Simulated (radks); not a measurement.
Species: Ce14+. Configuration: [Kr] 4d8 (the NIST ground configuration). All-electron calculation, Dirac Kohn-Sham, BLYP, spin-unpolarised, spherical densities, finite nucleus; open shells fill j = l - 1/2 first; Fermi nuclear charge, rms radius 4.8771 fm. Program: a radial shooting solver on a logarithmic mesh with Libxc functionals.

Unscreened Slater integrals over Kohn-Sham orbitals (hartree). Large and small components are both included.

integral,value
"F0(4d5/2,4d5/2)",1.2871
"F2(4d5/2,4d5/2)",0.66069
"F4(4d5/2,4d5/2)",0.44556
"F0(4d5/2,4d3/2)",1.2940
"F2(4d5/2,4d3/2)",0.66374
"G2(4d5/2,4d3/2)",0.66265
"G4(4d5/2,4d3/2)",0.44689
"F0(4d5/2,4p3/2)",1.3213
"F2(4d5/2,4p3/2)",0.68324
"G1(4d5/2,4p3/2)",0.86505
"G3(4d5/2,4p3/2)",0.54588
"F0(4d5/2,4p1/2)",1.3437
"G3(4d5/2,4p1/2)",0.55098
"F0(4d3/2,4d3/2)",1.3010
"F2(4d3/2,4d3/2)",0.66705
"F0(4d3/2,4p3/2)",1.3287
"F2(4d3/2,4p3/2)",0.68707
"G1(4d3/2,4p3/2)",0.86797
"G3(4d3/2,4p3/2)",0.54826
"F0(4d3/2,4p1/2)",1.3517
"G1(4d3/2,4p1/2)",0.88423
"F0(4p3/2,4p3/2)",1.3602
"F2(4p3/2,4p3/2)",0.71576
"F0(4p3/2,4p1/2)",1.3847
"G2(4p3/2,4p1/2)",0.72315
"F0(4p1/2,4p1/2)",1.4110
